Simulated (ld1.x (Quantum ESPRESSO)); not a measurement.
# Before and after: TM potential for O

oxygen, norm-conserving Troullier–Martins (Kleinman–Bylander form), made with ld1.x (Quantum ESPRESSO) 7.5 (PBE, scalar-relativistic). Core [He], reference 2s2 2p3 (charge +1). Waves: 2s (bound): rc 0.85 bohr; 2p (bound): rc 1.45 bohr; 3d channel at 0.25 Ry: rc 1.20 bohr. Local part: the d channel. Core correction: Bessel-smoothed model core, default radius (core density twice the valence density).

Change: local potential the p channel.

Cutoffs: the cutoffs (Ry, on a coarse ladder) from which the occupation-weighted sum of valence levels, in a spherical-Bessel basis at the reference potential, stays within 10 and 1 mRy of its value at 400 Ry; they do not see the model core or the augmentation charge, which bear on the density cutoff. Errors are all-electron minus pseudo energies relative to the spin-unpolarised reference configuration.

Problem. What does the change do?

Solution. The potential gets neither clearly harder nor softer (80 Ry and 180 Ry → 80 Ry and 180 Ry); of the 7 tests that both files solve, the error grows in 0 and shrinks in 5 by more than 15 % and 0.3 meV (median size 70.8 → 51.6 meV); neither file shows a bound ghost.

| quantity | base | changed |
| --- | --- | --- |
| cutoff, loose | 80 Ry | 80 Ry |
| cutoff, tight | 180 Ry | 180 Ry |
| bound ghosts | none | none |
| error for 2s2 2p4, meV [ΔE -16.43 eV] | +14 | -5.8 |
| error for 2s2 2p2, meV [ΔE 33.59 eV] | +64 | +39 |
| error for 2s2 2p1, meV [ΔE 87.46 eV] | +458 | +373 |
| error for 2s1 2p5, meV [ΔE -1.48 eV] | +71 | +52 |
| error for 2s2 2p0, meV [ΔE 164.36 eV] | +1653 | +1525 |
| error for 2s2 2p4.3, meV [ΔE -18.55 eV] | +17 | -13 |
| error for 2s0 2p6, meV [ΔE 13.51 eV] | +149 | +130 |
| s: phases at 1.59 bohr within 0.05 rad from the reference energy up to (Ry; the scan ends near 5) | 3.8 | 3.0 |
| p: phases at 1.59 bohr within 0.05 rad from the reference energy up to (Ry; the scan ends near 5) | 3.0 | 2.0 |
| d: phases at 1.59 bohr within 0.05 rad from the reference energy up to (Ry; the scan ends near 5) | to the end of the scan | to the end of the scan |
